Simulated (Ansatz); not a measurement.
Reaction (cleavage of the B–Ga bond): `F[BH][GaH][F]` + `BO` → `BOBF` + `[F][GaH2]`

Isolated molecules relaxed with PBE0-D4/def2-TZVP in Ansatz; ΔE leaves out vibrations. CBS: MP2 limit from def2 TZ/QZ plus the TZ coupled-cluster correction, frozen cores. This one scheme is used for every species. For Ga outer-core shells are correlated without core-valence functions, which leaves a few kJ/mol of doubt a bond. Scalar relativity is left out up to krypton. One conformer a species, not always the lowest.

| level | ΔE (eV) |
| --- | --- |
| CCSD/def2-SVP | -1.69 |
| CCSD(T)/def2-TZVPP | -1.55 |

What does CCSD(T)/CBS give? (Estimate.)

Ansatz gave: -1.52 eV. The listed levels differ from it by -0.17, -0.03 eV.

What do rigid-rotor, harmonic-oscillator terms from PBE0-D4/def2-TZVP frequencies (298.15 K, 1 bar) make of the CCSD(T)/CBS value? (Best estimate.)

Computed: ΔZPE = -0.06 eV, ΔH = -1.60 eV, ΔS = -17 J/(mol·K), ΔG = -1.55 eV.

Largest T1 diagnostic among the species: 0.015.

At CCSD(T), def2-SVP lies −0.16 eV from the extrapolated value and def2-TZVPP −0.02 eV. Leaving LDA and LC-ωPBE aside and taking each functional with its dispersion term where it has one, the values, not all of them listed here, spread over 0.29 eV, from B97M-V to revPBE-D4. LDA lies −0.13 eV from PBE without D4. From r2SCAN to r2SCAN0 (25 % exact exchange), in def2-TZVPP and without D4, ΔE moves by −0.05 eV.
